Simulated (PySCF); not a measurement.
P (phosphorus, neutral) across methods

[Ne] 3s1 3p4, high-spin 4P determinant (an excited configuration). All numbers are calculated (PySCF 2.14, the spin-free X2C one-electron Hamiltonian (Gaussian nucleus), in dyall-av3z).

```
   method  E (hartree)  mean ε 3s α (eV)  mean ε 3p α (eV)  mean ε 3p β (eV)  Σ⟨r²⟩ (bohr²)   ⟨S²⟩
      UHF   -341.24395           -24.490           -11.880            -6.469          32.95  3.798
  LC-wPBE    -341.6960           -21.498           -11.055            -7.921          31.46  3.759
      PBE    -341.6486           -15.753            -6.968            -4.766          31.92  3.757
      LDA    -340.5214           -15.740            -7.006            -4.740          32.10  3.758
CAM-B3LYP    -341.8055           -19.571            -9.474            -6.807          31.95  3.759
    TPSSh    -341.8196           -16.970            -7.608            -5.090          31.73  3.759
   r2SCAN    -341.7912           -16.788            -7.456            -4.752          31.84  3.768
     PBE0    -341.6732           -18.021            -8.280            -5.530          31.80  3.760
```

(1) Estimate the same row for B3LYP.

## Answers

(1) E (hartree) = -341.8200; mean ε 3s α (eV) = -17.445; mean ε 3p α (eV) = -7.875; mean ε 3p β (eV) = -5.506; Σ⟨r²⟩ (bohr²) = 31.97; ⟨S²⟩ = 3.759.
